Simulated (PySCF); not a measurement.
# Al₃N: fields on a plane

All numbers come from PBE0/[N def2-TZVP, Al def2-TZVP], no relativity, density fitting, PySCF.

The singlet minimum has N–Al 1.827 Å (×3); Al–N–Al 120.0° (×3).

The plane holds N1 at (0.00, 0.00), Al2 at (1.83, 0.00), Al3 at (-0.91, 1.58), Al4 at (-0.91, -1.58) Å. Columns run from x = -2.85 to 4.05 Å, rows from y = 3.75 (top) to -3.45 Å, in steps of 0.3 Å. Other isomers or separated fragments may lie lower.

Question: Give the electron localisation function (set to 0 where the density is under 0.005 e/Å³). Every second row and column.

Answer: 
```
0.00 0.83 0.97 0.99 0.97 0.81 0.00 0.00 0.00 0.00 0.00 0.00
0.87 0.99 1.00 1.00 1.00 0.97 0.44 0.00 0.00 0.00 0.00 0.00
0.98 1.00 0.99 0.68 0.85 0.94 0.29 0.01 0.00 0.00 0.00 0.00
0.99 1.00 0.14 0.82 0.23 0.33 0.11 0.04 0.41 0.88 0.86 0.00
0.95 0.97 0.07 0.86 0.44 0.32 0.27 0.21 0.83 0.99 0.99 0.94
0.36 0.56 0.23 0.10 0.71 0.83 0.69 0.08 0.06 0.82 1.00 0.99
0.01 0.05 0.19 0.70 0.76 0.14 0.84 0.48 0.71 0.07 1.00 1.00
0.06 0.16 0.21 0.58 0.86 0.75 0.80 0.08 0.68 0.20 1.00 1.00
0.81 0.89 0.12 0.34 0.07 0.68 0.50 0.21 0.55 0.98 1.00 0.98
0.98 0.99 0.07 0.40 0.69 0.18 0.13 0.11 0.73 0.98 0.98 0.77
0.99 1.00 0.74 0.07 0.10 0.74 0.17 0.02 0.11 0.52 0.00 0.00
0.96 1.00 1.00 0.99 0.99 0.97 0.41 0.00 0.00 0.00 0.00 0.00
0.00 0.97 1.00 1.00 0.99 0.95 0.00 0.00 0.00 0.00 0.00 0.00
```

Question: Give the electron density (e/Å³) (cut at 5 e/Å³). Lower edges of the bins (e/Å³): '_' 0.000, '.' 0.030, ':' 0.076, '-' 0.151, '=' 0.268, '+' 0.455, '*' 0.750, '#' 1.218, '%' 1.960, '@' 3.136; top 5.00, each point printed twice.

Answer: 
```
________________________________________________
__________......________________________________
______..............____________________________
____....::::::::::....__________________________
__....::----------::....________________________
__..::----==++++==--::..________________________
__..::--==##@@@@**--::....______________________
__..::--==@@@@@@@@==::::..............__________
__..::--==%%@@@@%%==--::::......::::......______
__....::--==####++++====--::::::::::::::....____
____....::--==++******++==----====----::::..____
______..::--==++##%%%%##++==++%%@@**==--::..____
______....::==**%%@@@@%%**++%%@@@@@@==--::....__
______....::==**%%@@@@%%**++%%@@@@@@==--::....__
______..::--==++##%%%%##++==++%%@@**==--::..____
____....::--==++******++==----====----::::..____
__....::--==####++++====--::::::::::::::....____
__..::--==%%@@@@%%==--::::......::::......______
__..::--==@@@@@@@@==::::..............__________
__..::--==##@@@@**--::....______________________
__..::----==++++==--::..________________________
__....::----------::....________________________
____....::::::::::....__________________________
______..............____________________________
__________......________________________________
```
